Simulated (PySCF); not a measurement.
**Radial density of P⁺ (phosphorus, charge +1)**

UHF, [Ne] 3s2 3p2, high-spin 3P determinant. Computed with PySCF 2.14 in aug-cc-pVDZ-DK (5s4p2d, 27 functions), with the spin-free X2C one-electron Hamiltonian (Gaussian nucleus).

```json
{"r (bohr)": "0.00147", "4πr²ρ (e/bohr)": "0.06794", "4πr²(ρα − ρβ)": "0.0000"}
{"r (bohr)": "0.00247", "4πr²ρ (e/bohr)": "0.1822", "4πr²(ρα − ρβ)": "0.0000"}
{"r (bohr)": "0.00416", "4πr²ρ (e/bohr)": "0.4684", "4πr²(ρα − ρβ)": "0.0000"}
{"r (bohr)": "0.00700", "4πr²ρ (e/bohr)": "1.177", "4πr²(ρα − ρβ)": "0.0001"}
{"r (bohr)": "0.0118", "4πr²ρ (e/bohr)": "2.815", "4πr²(ρα − ρβ)": "0.0002"}
{"r (bohr)": "0.0198", "4πr²ρ (e/bohr)": "6.152", "4πr²(ρα − ρβ)": "0.0005"}
{"r (bohr)": "0.0333", "4πr²ρ (e/bohr)": "11.48", "4πr²(ρα − ρβ)": "0.0017"}
{"r (bohr)": "0.0560", "4πr²ρ (e/bohr)": "16.48", "4πr²(ρα − ρβ)": "0.0075"}
{"r (bohr)": "0.0942", "4πr²ρ (e/bohr)": "15.80", "4πr²(ρα − ρβ)": "0.0320"}
{"r (bohr)": "0.159", "4πr²ρ (e/bohr)": "11.04", "4πr²(ρα − ρβ)": "0.1054"}
{"r (bohr)": "0.267", "4πr²ρ (e/bohr)": "13.69", "4πr²(ρα − ρβ)": "0.1952"}
{"r (bohr)": "0.448", "4πr²ρ (e/bohr)": "15.01", "4πr²(ρα − ρβ)": "0.1036"}
{"r (bohr)": "0.754", "4πr²ρ (e/bohr)": "5.383", "4πr²(ρα − ρβ)": "0.0440"}
{"r (bohr)": "1.27", "4πr²ρ (e/bohr)": "2.215", "4πr²(ρα − ρβ)": "0.7591"}
{"r (bohr)": "2.13", "4πr²ρ (e/bohr)": "1.861", "4πr²(ρα − ρβ)": "0.9638"}
{"r (bohr)": "3.59", "4πr²ρ (e/bohr)": "0.2779", "4πr²(ρα − ρβ)": "0.1868"}
{"r (bohr)": "6.04", "4πr²ρ (e/bohr)": "0.003061", "4πr²(ρα − ρβ)": "0.0027"}
{"r (bohr)": "10.2", "4πr²ρ (e/bohr)": "1.342e-05", "4πr²(ρα − ρβ)": "0.0000"}
```

Densities and radii are taken from the X2C orbitals without a picture-change correction, which distorts them close to the nucleus.
